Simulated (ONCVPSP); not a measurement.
silicon, ONCV: configuration errors across variants

ONCVPSP 4.0.1 input, shortened (lines: element, Z, core and valence counts, functional; n l f; lmax; l rc ep ncon nbas qcut; lloc lpopt rc5 dvloc0; l nproj debl; icmod fcfact rcfact), PBE, non-relativistic:

```
  Si 14.00    3    2        4      upf
    1    0    2.00
    2    0    2.00
    2    1    6.00
    3    0    2.00
    3    1    2.00
    2
    0    1.65    0.00    4    7    3.60
    1    1.80    0.00    3    6    4.00
    2    1.65    0.21    3    7    5.40
    0    5    1.65    0.00
    0    0    0.30
    1    2    3.90
    2    2    0.80
    0    0.00    0.00
```

All-electron excitation energies from the reference (eV): (1) 3s2 3p1 7.751; (2) 3s2 3p0 23.756; (3) 3s1 3p0 57.658; (4) 3s1 3p2 15.119.

2 further variants failed, have other tests or too few solved ones, and are left out.

Errors AE − PS in meV (a dash: test not solved or not reliable):

```tsv
change	(1)	(2)	(3)	(4)	bound ghosts	GHOST(+) flags above zero
base	-0.5	+0.6	+75	+5.4	none	none
s: qcut 2.8	+0.5	+8.4	+81	+6.5	none	none
s: nproj 1; local potential polynomial inside 1.20 bohr (lpopt 5, dvloc0 3 Ha)	0.0	+5.3	+85	+6.0	none	none
all radii scaled by about 1.04 (s 1.72, p 1.88, d 1.72 bohr)	-0.4	+1.2	+75	+5.4	none	none
```

Question: Give the same row for: core correction Teter function, fcfact 5.75, rcfact 1.3.

Answer: +2.5, +20, +85, +2.1; bound ghosts: none; GHOST(+) flags above zero: none.
